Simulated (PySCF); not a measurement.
CH₄MoO₂S, SMILES [CH3][Mo](=[O])(=[O])[SH], multiplicity 1.

Geometry optimised at PBE0-D3(BJ)/def2-SVP. The multiplicity is an assumed one; no other spin state was optimised. The structure was generated by enumeration; whether it is a known compound was not checked. The def2 effective core potentials stand for the cores of Mo; spin–orbit coupling is left out. One conformer was computed; it need not be the lowest.

Two levels are set side by side: PBE/def2-TZVP (PySCF) and PBE0/def2-TZVP (PySCF). Same geometry, gas phase. Differences are taken from unrounded values.

```
quantity                       PBE
---------------------------  -----
orbital gap (eV)              3.51
highest occupied level (eV)  -7.23
lowest empty level (eV)      -3.72
dipole moment (D)             2.64
mean polarisability (bohr³)   78.3
```

Task: These are the PBE values. What does PBE0 give? (An estimate is asked for; the answer gives what the named calculation found.)

Result: 
```csv
quantity,PBE0,PBE minus PBE0
orbital gap (eV),5.43,-1.92
highest occupied level (eV),-8.45,1.23
lowest empty level (eV),-3.02,-0.70
dipole moment (D),2.84,-0.20
mean polarisability (bohr³),76.4,2.0
```

Without exact exchange PBE keeps part of each electron's self-repulsion, which lifts occupied levels and narrows the gap. Differences between two approximate levels are no errors against the true value.

Rough cost on one machine, each run with all the roots and properties that it gave: PBE0 against PBE within a factor of 2.
